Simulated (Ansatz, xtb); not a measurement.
## Redistribution: C2H5Br + C2HClF2 → C2H5Cl + C2HBrF2

Species: C2H5Br (bromoethane) `CCBr`, singlet; C2HClF2 `F/C=C(\F)Cl`, singlet; C2H5Cl (chloroethane) `CCCl`, singlet; C2HBrF2 `F/C=C(\F)Br`, singlet. The partners trade Br for Cl; both sit on C, so the bond types are kept.

Shapes, held fixed at every level: PBE0-D4/def2-TZVP. Programs: Ansatz 0.2.0, xtb 6.7.1. Electronic energies: no zero-point or thermal term.

Task: Estimate ΔE of this reaction.

Result: The highest level, CCSD(T)/def2-TZVPP, gives ΔE = +6.3 kJ/mol; the levels span -4.0 to +7.4. They disagree on the sign: 7 of 8 are positive. The column of differences is taken from that level and isn't an error. No measured value is set beside it here. Relativity is left out for Br. Outer-core shells of Br are correlated, in sets that cover them unevenly. Times are processor times on shared x86 and Arm servers, and rough.

```
               level                   kind  ΔE (kJ/mol)  less CCSD(T)/def2-TZVPP  CPU time (sum over the molecules)
            GFN1-xTB         semi-empirical         -4.0                    -10.3                             0.14 s
       HF/def2-TZVPP           Hartree–Fock         +7.4                     +1.1                                  –
   PBE-D4/def2-TZVPP                    GGA         +6.4                     +0.1                               19 s
r2SCAN-D4/def2-TZVPP               meta-GGA         +7.2                     +0.9                               39 s
 B3LYP-D4/def2-TZVPP          global hybrid         +6.1                     -0.2                               30 s
  PBE0-D4/def2-TZVPP          global hybrid         +7.0                     +0.7                               24 s
   B2PLYP/def2-TZVPP          double hybrid         +6.4                     +0.1                               41 s
  CCSD(T)/def2-TZVPP  coupled cluster or CI         +6.3                      0.0                             10 min
```
